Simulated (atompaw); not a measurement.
# What one change does to a pseudopotential (Zr, PAW (atompaw))

zirconium, PAW, made with atompaw 4.2.0.5 (PBE, non-relativistic). Core [Kr], reference 4d2 5s1.5 5p0 (charge +0.5). Waves: 5s (bound): rc 3.00 bohr; 5s channel at 1.7 Ry: rc 3.00 bohr; 5p (bound, empty): rc 3.00 bohr; 5p channel at 1.2 Ry: rc 3.00 bohr; 4d (bound): rc 2.60 bohr; 4d channel at 1.45 Ry: rc 3.00 bohr; 4f channel at 0.1 Ry: rc 3.00 bohr. Local part: troulliermartins scheme with l = 4 at -0.5 Ry, radius 2.70 bohr. Core correction: smooth core density matched at 2.00 bohr. Augmentation charge: besselshape compensation charge, radius 2.95 bohr; PAW radius 3.00 bohr; waves and projectors: custom rrkj gramschmidtortho.

Change: all radii scaled by about 0.91 (s 2.74, p 2.74, d 2.38, f 2.74 bohr); local potential troulliermartins scheme with l = 4 at -0.5 Ry, radius 2.48 bohr; augmentation besselshape compensation charge, radius 2.70 bohr; PAW radius 2.74 bohr; waves and projectors: custom rrkj gramschmidtortho; core correction smooth core density matched at 1.84 bohr.

Cutoffs: the cutoffs (Ry, on a coarse ladder) from which the occupation-weighted sum of valence levels, in a spherical-Bessel basis at the reference potential, stays within 10 and 1 mRy of its value at 400 Ry; they do not see the model core or the augmentation charge, which bear on the density cutoff.

What does the change do?

The potential gets harder (12 Ry and 18 Ry → 15 Ry and 18 Ry); the bound ghosts move from p to p, s. A smaller radius makes the pseudo-wave follow the all-electron one further in, where it bends more sharply, so more plane waves are needed.

```csv
quantity,base,changed
"cutoff, loose",12 Ry,15 Ry
"cutoff, tight",18 Ry,18 Ry
loose cutoff by channel (10 mRy a level),"s 6 Ry, d 12 Ry","s 6 Ry, d 15 Ry"
bound ghosts,p,"p, s"
lowest overlap eigenvalue by channel,"s 0.71, p 0.63, d 0.75, f 1.00","s 0.71, p 0.70, d 0.74, f 1.00"
```

 A true bound ghost makes a file unfit for plane-wave use even where its test errors are small: the radial tests pick states by their node count and pass the ghost by. The cutoffs see the waves, projectors and local potential, not the compensation charge or the core.
